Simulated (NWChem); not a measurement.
# CdHCl; SMILES [Cl][CdH]

Program: NWChem. def2 effective core potentials on Cd; no spin-orbit coupling. B3LYP is NWChem's, with the RPA form of VWN correlation. Each level has its own optimisation; frequencies are unscaled.

| level | r Cd–H (Å) | r Cd–Cl (Å) | highest harmonic frequency (cm⁻¹) | lowest (cm⁻¹) | zero-point energy (kcal/mol) |
|---|---|---|---|---|---|
| Hartree-Fock/3-21G (all-electron, non-relativistic) | 1.768 | 2.433 | 1715 | 332 | 3.9 |
| B3LYP/3-21G (all-electron, non-relativistic) | 1.739 | 2.414 | 1701 | 331 | 3.9 |
| B3LYP/def2-TZVP (core potentials) | 1.652 | 2.306 | 1867 | 356 | 4.4 |
| BP86/def2-TZVP (core potentials) | 1.649 | 2.299 | 1855 | 355 | 4.4 |
| PBE0-D3(BJ)/def2-TZVP (core potentials) | 1.648 | 2.285 | 1891 | 367 | 3.8 |
